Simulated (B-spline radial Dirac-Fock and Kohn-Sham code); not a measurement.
Z = 24 (chromium), transition energy 27.3 keV. Model: a Dirac-Hartree-Slater potential of the neutral atom with a Latter tail (no hole, which puts coefficients of high multipoles low close above an edge), finite nucleus with surface currents. Program: a radial B-spline solver. Subshells that would emit electrons below 1 keV are left out.

Task: A pure transition shows α(K) = 0.857, L1/L2 = 20.3 and L1/L3 = 46.7. What is its multipolarity?
A. E4
B. M3
C. E3
D. E2
E. M2
F. E1
G. M1
H. M4

Result: G. For comparison, α(K), L1/L2, L1/L3 are E1 1.65, 15.5, 8.44; E2 48.8, 2.48, 1.42; E3 1180, 0.523, 0.307; E4 27500, 0.156, 0.0925; M2 29.1, 11.1, 6.92; M3 820, 6.95, 1.79; M4 22600, 4.90, 0.820.

Values without a named source are computed, but for edge energies of neutral atoms, which are taken from tables.
